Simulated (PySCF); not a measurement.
# Core-level binding energies of `[SiH3]C([SiH3])[O][GeH3]`

Species: CH10GeOSi2.
Bonds: Si1–C2, C2–Si3, C2–O4, O4–Ge5. Hydrogens: H6, H7, H8 on Si1; H9 on C2; H10, H11, H12 on Si3; H13, H14, H15 on Ge5.

Method used: delta-SCF UKS SCAN, pcX-2 on the ionised atom, pcseg-1 elsewhere, spin-free X2C in PySCF. These are vertical core ionisation energies against the vacuum level, from separate self-consistent calculations with and without the core hole.

Give the core binding energies atom by atom.

```tsv
atom(s)	environment	level	binding energy (eV)	2p1/2 (eV)	count
Si1/Si3	SiH3 silicon	Si 1s	1846.27	–	2
O4	oxygen bonded to C and Ge	O 1s	537.48	–	1
C2	sp3 carbon bound to oxygen	C 1s	291.18	–	1
Si1/Si3	SiH3 silicon	Si 2p3/2	106.54	107.16	2
```

Which photon energy gives electrons from Si 1s of Si1/Si3 a kinetic energy of 200 eV, and what is their de Broglie wavelength?

hν = 1846.27 + 200 = 2046.27 eV, recoil neglected; λ = 12.264 Å/√(E/eV) = 0.87 Å.

Express the binding energy of Si 1s of Si1/Si3 in atomic units and per mole.

1846.27 eV = 67.8492 Eh = 178138 kJ/mol.

One atom of each set of topologically equivalent atoms was ionised and stands for the set; in this conformer not all members are related by symmetry, and their own values weren't computed. The 2p values aren't plain energy differences: one relaxed spin-free 2p hole is combined with a matrix within the shell (ground-state 2p orbital-energy differences and spin–orbit coupling). 2p3/2, the mean of its two sublevels, lies a third of the splitting below the shell's mean and 2p1/2 two thirds above it; the statistical areas are 2:1. 2p1/2 minus 2p3/2 (ligand field included): Si 0.62 eV. No level of germanium is listed. One conformer (not necessarily the lowest) at the PBE0-D3(BJ)/def2-SVP geometry, without solvent, vibrations or thermal averaging.

Time: 60 s wall; peak memory 0.71 GiB. Hardware: Arm Neoverse N1, one thread, shared host with 64 logical CPUs at a one-minute load of 59.

Conformer computed: `[SiH3:1][CH:2]([SiH3:3])[O:4][GeH3:5]`: Si1–C2–O4–Ge5 -133°.
